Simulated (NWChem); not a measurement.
Everything below was run with NWChem. System: ClSn, charge 0, spin multiplicity 2, at a geometry optimised with UPBE0/def2-SVP with def2 effective core potentials on Sn. The structure started from a generated list of species. Its SCF solution wasn't tested for a lower state. Level: UMP2/def2-QZVP with def2 effective core potentials on Sn, 9 core orbitals frozen.

The NWChem input:

```
start mol
memory heap 200 mb stack 900 mb global 1100 mb
geometry units angstroms nocenter noautoz
  Sn     0.000000     0.000000     0.607471
  Cl     0.000000     0.000000    -1.786679
  symmetry group C2v
end
basis spherical
  * library def2-qzvp
end
ecp
  Sn library def2-ecp
end
scf
  uhf
  nopen 1
  maxiter 100
  thresh 1e-7
  semidirect memsize 60000000 filesize 0
  # guess.movecs holds the orbitals of an unrestricted PBE0 run
  vectors input guess.movecs output mol.movecs
end
mp2
  freeze core 9
end
task mp2 energy
```

NWChem printed:

```
             Northwest Computational Chemistry Package (NWChem) 7.3.0
             --------------------------------------------------------

                                NWChem Input Module
                                -------------------

 Scaling coordinates for geometry "geometry" by  1.889725989
 (inverse scale =  0.529177249)

 Turning off AUTOSYM since
 SYMMETRY directive was detected!

                             Geometry "geometry" -> ""
                             -------------------------

 Output coordinates in angstroms (scale by  1.889725989 to convert to a.u.)

  No.       Tag          Charge          X              Y              Z
 ---- ---------------- ---------- -------------- -------------- --------------
    1 Sn                  50.0000     0.00000000     0.00000000     0.60747100
    2 Cl                  17.0000     0.00000000     0.00000000    -1.78667900

 Effective nuclear repulsion energy (a.u.)     187.8748873921

            Nuclear Dipole moment (a.u.)
            ----------------------------
        X                 Y               Z
 ---------------- ---------------- ----------------
     0.0000000000     0.0000000000     0.0000132281

      Symmetry information
      --------------------

 Group name             C2v
 Group number             16
 Group order               4
 No. of unique centers     2

      Symmetry unique atoms

     1    2


 Summary of "ao basis" -> "" (spherical)
 ------------------------------------------------------------------------------
       Tag                 Description            Shells   Functions and Types
 ---------------- ------------------------------  ------  ---------------------
 *                         def2-qzvp                  on all atoms

 Summary of "ao basis" -> "ao basis" (spherical)
 ------------------------------------------------------------------------------
       Tag                 Description            Shells   Functions and Types
 ---------------- ------------------------------  ------  ---------------------
 Sn                        def2-qzvp                22       82   7s6p4d4f1g
 Cl                        def2-qzvp                22       70   9s6p4d2f1g

                                 NWChem SCF Module
                                 -----------------

  ao basis        = "ao basis"
  functions       =   152
  atoms           =     2
  alpha electrons =    20
  beta  electrons =    19
  charge          =   0.00
  wavefunction    = UHF
  use symmetry    = T
  symmetry adapt  = T

 Summary of "ao basis" -> "ao basis" (spherical)
 ------------------------------------------------------------------------------
       Tag                 Description            Shells   Functions and Types
 ---------------- ------------------------------  ------  ---------------------
 Sn                        def2-qzvp                22       82   7s6p4d4f1g
 Cl                        def2-qzvp                22       70   9s6p4d2f1g

      Symmetry analysis of basis
      --------------------------

        a1         62
        a2         18
        b1         36
        b2         36

 Forming initial guess at       0.4s

   Symmetry analysis of molecular orbitals - initial alpha
   -------------------------------------------------------

  Numbering of irreducible representations:

     1 a1          2 a2          3 b1          4 b2

  Orbital symmetries:

     1 a1          2 a1          3 a1          4 b2          5 b1
     6 a1          7 b2          8 a1          9 b1         10 a1
    11 b2         12 a2         13 a1         14 b1         15 a1
    16 a1         17 b1         18 b2         19 a1         20 b1
    21 b2         22 a1         23 a1         24 b1         25 b2
    26 a1         27 a2         28 a1         29 b1         30 a1

   Symmetry analysis of molecular orbitals - initial beta
   ------------------------------------------------------

  Numbering of irreducible representations:

     1 a1          2 a2          3 b1          4 b2

  Orbital symmetries:

     1 a1          2 a1          3 a1          4 b2          5 b1
     6 a1          7 b2          8 a1          9 b1         10 a1
    11 b2         12 a2         13 a1         14 b1         15 a1
    16 a1         17 b2         18 b1         19 a1         20 b2
    21 b1         22 a1         23 a1         24 b2         25 b1
    26 a1         27 a1         28 a2         29 b2         30 a1

 Starting SCF solution at       0.5s

 ----------------------------------------------
         Quadratically convergent UHF

 Convergence threshold     :          1.000E-07
 Maximum no. of iterations :          100
 Integral*density screening:          1.000E-09
 ----------------------------------------------

              iter       energy          gnorm     gmax       time
             ----- ------------------- --------- --------- --------
                 1     -672.9115474613  1.22D+00  5.48D-01     17.8
                 2     -672.9228331091  6.58D-01  3.25D-01     18.4
                 3     -672.9267180065  6.80D-01  3.19D-01     18.8
                 4     -672.9283127500  3.55D-02  7.72D-03     19.1
                 5     -672.9284101323  8.28D-04  2.22D-04     20.6
                 6     -672.9284106866  8.80D-07  2.22D-07     23.3
                 7     -672.9284106866  5.20D-09  1.68D-09     25.3

       Final UHF  results
       ------------------

         Total SCF energy =   -672.928410686575
      One electron energy =  -1176.783668038195
      Two electron energy =    421.190306899106
 Nuclear repulsion energy =     82.664950452514
[...]
   Bfn.  Coefficient  Atom+Function         Bfn.  Coefficient  Atom+Function
  ----- ------------  ---------------      ----- ------------  ---------------
   105      0.426673  2 Cl py               102      0.380045  2 Cl py
    93     -0.254946  2 Cl py               108      0.187565  2 Cl py

 Vector   18  Occ=1.000000D+00  E=-4.397698D-01  Symmetry=b1
              MO Center=  9.7D-15,  8.7D-17, -1.7D+00, r^2= 1.3D+00
   Bfn.  Coefficient  Atom+Function         Bfn.  Coefficient  Atom+Function
  ----- ------------  ---------------      ----- ------------  ---------------
   104      0.430164  2 Cl px               101      0.382736  2 Cl px
    92     -0.256814  2 Cl px               107      0.190419  2 Cl px

 Vector   19  Occ=1.000000D+00  E=-3.968609D-01  Symmetry=a1
              MO Center=  2.1D-15,  5.5D-15,  9.1D-02, r^2= 3.8D+00
   Bfn.  Coefficient  Atom+Function         Bfn.  Coefficient  Atom+Function
  ----- ------------  ---------------      ----- ------------  ---------------
     6      0.428402  1 Sn s                  5      0.331748  1 Sn s
     3     -0.298238  1 Sn s                106     -0.286761  2 Cl pz
   103     -0.254426  2 Cl pz                19      0.201042  1 Sn pz
     7      0.184318  1 Sn s                 94      0.170035  2 Cl pz

 Vector   20  Occ=0.000000D+00  E=-7.587558D-03  Symmetry=b2
              MO Center=  1.6D-15,  2.9D-14,  7.2D-01, r^2= 5.4D+00
   Bfn.  Coefficient  Atom+Function         Bfn.  Coefficient  Atom+Function
  ----- ------------  ---------------      ----- ------------  ---------------
    24      0.568894  1 Sn py                18      0.337803  1 Sn py
    21      0.259973  1 Sn py                 9     -0.209861  1 Sn py
   108     -0.182005  2 Cl py

 Vector   21  Occ=0.000000D+00  E= 2.752675D-02  Symmetry=b1
              MO Center= -2.7D-14, -1.2D-14,  7.6D-01, r^2= 6.7D+00
   Bfn.  Coefficient  Atom+Function         Bfn.  Coefficient  Atom+Function
  ----- ------------  ---------------      ----- ------------  ---------------
    23      0.788686  1 Sn px                17      0.344118  1 Sn px
   107     -0.196227  2 Cl px                 8     -0.183606  1 Sn px

 Vector   22  Occ=0.000000D+00  E= 5.904616D-02  Symmetry=a1
              MO Center=  2.9D-14, -1.4D-14,  1.4D+00, r^2= 9.3D+00
   Bfn.  Coefficient  Atom+Function         Bfn.  Coefficient  Atom+Function
  ----- ------------  ---------------      ----- ------------  ---------------
    25      1.258837  1 Sn pz                22     -0.688382  1 Sn pz
    19      0.388641  1 Sn pz                 7      0.331516  1 Sn s
     6     -0.314206  1 Sn s                 43      0.267158  1 Sn d  0

 center of mass
 --------------
 x =   0.00000000 y =   0.00000000 z =   0.11303219

 moments of inertia (a.u.)
 ------------------
         552.049547603621           0.000000000000           0.000000000000
           0.000000000000         552.049547603621           0.000000000000
           0.000000000000           0.000000000000           0.000000000000

  Mulliken analysis of the total density
  --------------------------------------

    Atom       Charge   Shell Charges
 -----------   ------   -------------------------------------------------------
    1 Sn  22    21.53   0.57  0.02  1.22  0.18  0.66  1.02  0.24  5.85  0.00  0.27  0.65  0.61  0.11  9.11  0.79  0.16  0.04  0.01  0.02  0.00  0.00  0.00
    2 Cl  17    17.47   1.64  0.01  0.28  0.31  1.08  0.61  0.41  1.13  0.48  5.83 -0.00  0.66  1.92  2.34  0.73  0.00  0.00  0.01  0.02  0.00  0.00  0.00

  Mulliken analysis of the alpha density
  --------------------------------------

    Atom       Charge   Shell Charges
 -----------   ------   -------------------------------------------------------
    1 Sn  22    11.26   0.28  0.01  0.61  0.09  0.33  0.52  0.12  2.93  0.00  0.16  0.51  0.53  0.10  4.54  0.40  0.09  0.02  0.00  0.01  0.00  0.00  0.00
    2 Cl  17     8.74   0.82  0.01  0.14  0.16  0.54  0.31  0.21  0.56  0.24  2.92 -0.00  0.33  0.97  1.17  0.35  0.00  0.00  0.00  0.01  0.00  0.00  0.00

   Mulliken analysis of the beta density
   -------------------------------------

    Atom       Charge   Shell Charges
 -----------   ------   -------------------------------------------------------
    1 Sn  22    10.27   0.28  0.01  0.61  0.09  0.33  0.50  0.12  2.92  0.00  0.11  0.14  0.09  0.01  4.56  0.39  0.07  0.01  0.00  0.01  0.00  0.00  0.00
    2 Cl  17     8.73   0.82  0.01  0.14  0.16  0.54  0.31  0.21  0.56  0.24  2.92 -0.00  0.33  0.95  1.17  0.37  0.00  0.00  0.00  0.01  0.00  0.00  0.00

   Mulliken analysis of the spin density
   -------------------------------------

    Atom       Charge   Shell Charges
 -----------   ------   -------------------------------------------------------
    1 Sn  22     0.99  -0.00  0.00  0.00 -0.01 -0.01  0.03 -0.01  0.01  0.00  0.05  0.37  0.44  0.09 -0.02  0.01  0.02  0.01 -0.00 -0.00 -0.00 -0.00 -0.00
    2 Cl  17     0.01   0.00 -0.00 -0.00  0.00  0.00 -0.00  0.00  0.00 -0.00  0.00 -0.00  0.00  0.02  0.00 -0.02  0.00  0.00  0.00  0.00  0.00  0.00  0.00

       Multipole analysis of the density wrt the origin
       ------------------------------------------------

     L   x y z        total         alpha         beta         nuclear
     -   - - -        -----         -----         ----         -------
     0   0 0 0      0.000000    -20.000000    -19.000000     39.000000

     1   1 0 0     -0.000000      0.000000     -0.000000      0.000000
     1   0 1 0      0.000000      0.000000     -0.000000      0.000000
     1   0 0 1      1.190891     16.119440     17.214143    -32.142691

     2   2 0 0    -29.995873    -18.735864    -11.260009      0.000000
     2   1 1 0      0.000000      0.000000      0.000000      0.000000
     2   1 0 1      0.000000      0.000000      0.000000      0.000000
     2   0 2 0    -25.438358    -13.733409    -11.704949      0.000000
     2   0 1 1     -0.000000     -0.000000     -0.000000      0.000000
     2   0 0 2    -31.267442   -128.860559   -125.192135    222.785253

                   NWChem MP2 Semi-direct Energy/Gradient Module
                   ---------------------------------------------

  Basis functions       =    152
  Molecular orbitals    =    152
  Frozen core           =      9
  Frozen virtuals       =      0
  Active alpha occupied =     11
  Active beta occupied  =     10
  Active alpha virtual  =    132
  Active beta virtual   =    133
  Use MO symmetry       = T
  Use skeleton AO sym   = T

  AO/Fock/Back tols     =   1.0D-09  1.0D-09  1.0D-09

 GA uses MA = F    GA memory limited = T

 Available:
  local mem=  1.26D+08
 global mem=  1.44D+08
 local disk=  0.00D+00
  mp2_memr nvloc                   132
  nvloc new                   132
   1 passes of  11:        7340032                     167096                  56496787.
   1 passes of  11: M    126119353           G      144132992           F     118779321.

 Semi-direct pass number   1 of   1  for UHF alpha       at       26.0s
  vrange nnbf                 11436
  mp2_eaftype                   215  avail_ma_in_mb                  1099
 EAF : mp2_eaftype filesize         215   28248393.
  mp2_eaf for mointskh                    215
Node 0 wrote    132.8 Mb in      0.0 s     Agg I/O rate:  2873.4 Mb/s
 Done moints_semi at       76.3s
  mp2_eaftype                   215  avail_ma_in_mb                   884
 EAF : mp2_eaftype filesize         215   28248393.
  mp2_eaf for kh                   215
 Done maket at       77.3s
 Done multipass loop at       77.3s

 GA uses MA = F    GA memory limited = T

 Available:
  local mem=  1.26D+08
 global mem=  1.44D+08
 local disk=  0.00D+00
  mp2_memr nvloc                   133
  nvloc new                   133
   1 passes of  10:        7340032                     157016                  51753134.
   1 passes of  10: M    126119353           G      144132992           F     118779321.

 Semi-direct pass number   1 of   1  for UHF beta        at       77.7s
  vrange nnbf                 11436
  mp2_eaftype                   197  avail_ma_in_mb                  1099
 EAF : mp2_eaftype filesize         197   25876567.
  mp2_eaf for mointskh                    197
Node 0 wrote    121.7 Mb in      0.0 s     Agg I/O rate:  2573.7 Mb/s
 Done moints_semi at      128.8s
  mp2_eaftype                   197  avail_ma_in_mb                   902
 EAF : mp2_eaftype filesize         197   25876567.
  mp2_eaf for kh                   197
 Done maket at      129.8s
 Done multipass loop at      129.8s

          -------------------------------------------
          SCF energy                -672.928410686575
          Correlation energy          -0.699030574005
          Singlet pairs                0.000000000000
          Triplet pairs                0.000000000000
          Total MP2 energy          -673.627441260580
          -------------------------------------------

          ---------------------------------------------------
                    Spin Component Scaled (SCS) MP2
          Same spin pairs                     -0.231765025766
          Same spin scaling factor             0.333333333333
          Opposite spin pairs                 -0.467265548239
          Opposite spin scaling fact.          1.200000000000
          SCS-MP2 correlation energy          -0.637973666476
          Total SCS-MP2 energy              -673.566384353051
          ---------------------------------------------------

 -----------------------
 Performance information
 -----------------------

 Timer overhead =  3.00D-07 seconds/call

               Nr. of calls         CPU time (s)                 Wall time (s)                GFlops
             ---------------    -------------------     ------------------------------   -------------------
Name         Min   Avg   Max    Min     Avg     Max     Min     Avg     Max   Mx/calls   Min     Max     Sum
mp2: moin     2     2     2   1.01E+2 1.01E+2 1.01E+2  1.01E+2 1.01E+2 1.01E+2  51.      0.0     0.0     0.0
mp2: make     2     2     2    1.9     1.9     1.9      1.9     1.9     1.9    0.94      0.0     0.0     0.0
mp2: tota     1     1     1   1.04E+2 1.04E+2 1.04E+2  1.04E+2 1.04E+2 1.04E+2 1.04E+2   0.0     0.0     0.0

 The average no. of pstat calls per process was 5.00D+00
 with a timing overhead of 1.50D-06s

 Task  times  cpu:      129.7s     wall:      129.7s

 Total times  cpu:      129.8s     wall:      129.8s
```
